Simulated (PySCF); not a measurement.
Here is a computed GFN2-xTB geometry (Å):
```
atom  x, y, z in Å
N1     2.6958   -0.5144   -0.3100
Si2    1.2973   -0.5430    0.6823
N3     0.0455    0.2721   -0.2871
C4     0.2806    1.5759   -0.4782
O5     1.2815    2.1100   -0.0630
C6    -1.1762   -0.3345   -0.7058
C7    -2.2264   -0.2587    0.4011
F8    -1.8262   -0.8634    1.5257
F9    -2.5271    1.0045    0.7260
F10   -3.3757   -0.8466    0.0346
H11    2.9879    0.3887   -0.6554
H12    3.5010   -1.0434   -0.0158
H13    1.2793    0.0989    1.9915
H14    0.8529   -1.9337    0.7149
H15   -0.4920    2.1176   -1.0526
H16   -1.5926    0.1716   -1.5840
H17   -1.0125   -1.3894   -0.9342
```

Neutral, closed shell.

(1) Which heavy atoms are bonded, and with what formal order?

(2) Write the SMILES.

(3) What is the point group of this geometry?

(4) Describe the place of each heavy atom.

(5) What is the arrangement about N3?

(6) What is the arrangement about C6?

Results:

(1) N1–Si2 1.72 Å (single); Si2–N3 1.78 Å (single); N3–C4 1.34 Å (single); C4–O5 1.21 Å (double); N3–C6 1.43 Å (single); C6–C7 1.53 Å (single); C7–F8 1.34 Å (single); C7–F9 1.34 Å (single); C7–F10 1.34 Å (single). Bonds to hydrogen (Å): N1–H11 1.01; N1–H12 1.01; Si2–H13 1.46; Si2–H14 1.46; C4–H15 1.10; C6–H16 1.10; C6–H17 1.09.

(2) `N[SiH2]N(C=O)CC(F)(F)F`, C3H7F3N2OSi. Among its features: amide, CF3 group, C–F bond and Si–H bond.

(3) C1 (no symmetry element, even within 0.4 Å).

(4) N1: silicon-bound nitrogen; Si2: SiH2 silicon; N3: amide nitrogen; C4: amide carbonyl carbon; O5: amide oxygen; C6: sp3 carbon bound to nitrogen; C7: CF3 carbon; F8/F9/F10: fluorine of a CF3 group.

(5) It has 3 neighbours (Si2, C4, C6) and is planar (angles 124.5°, 121.5° and 113.6°, sum 359.6°, 0.05 Å off the plane of its three neighbours).

(6) It has 4 neighbours (N3, C7, H16, H17) and is tetrahedral (angles from 107.3° to 111.4°).
